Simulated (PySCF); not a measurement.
C₆ coefficients of unlike pairs at PBE0

Calculated with PySCF 2.14 from the dipole response of each species, C₆(A,B) = (3/π) ∫ α_A(iu) α_B(iu) du, in atomic units, from isotropic polarisabilities. For ions this is the dispersion term alone; charge-induced terms of lower order in 1/R come first.

```csv
species,configuration,basis,relativity,α (bohr³),C₆ (like pair)
O,[He] 2s2 2p4 (3P),"aug-cc-pVQZ with one added diffuse shell each of s, p, d, f, g type (7s6p5d4f3g)",none,5.493,16.39
S(2+),[Ne] 3s2 3p2 (3P),aug-cc-pCVTZ-DK (8s7p5d3f),spin-free X2C,7.282,26.39
Br+,[Ar] 3d10 4s2 4p4 (3P),"aug-cc-pVQZ-PP with one added diffuse shell each of s, p, d, f, g type with ECP10MDF (8s7p6d4f3g)",core potential,12.57,77.70
I,[Kr] 4d10 5s2 5p5 (2P),"aug-cc-pVTZ-PP with one added diffuse shell each of d, f type with ECP28MDF (6s5p5d3f)",core potential,33.25,356.1
```

Estimate C₆ for Br+ with O.

The integral gives 35.54. The combination rule 2 C_A C_B / (C_A α_B/α_A + C_B α_A/α_B) gives 35.64 and the geometric mean 35.69.

No spin-orbit coupling is included.

The other pairs:

| pair | C₆ |
| --- | --- |
| Br+, S(2+) | 45.27 |
| I, S(2+) | 95.27 |
| I, Br+ | 163.6 |
| S(2+), O | 20.71 |
| I, O | 73.94 |
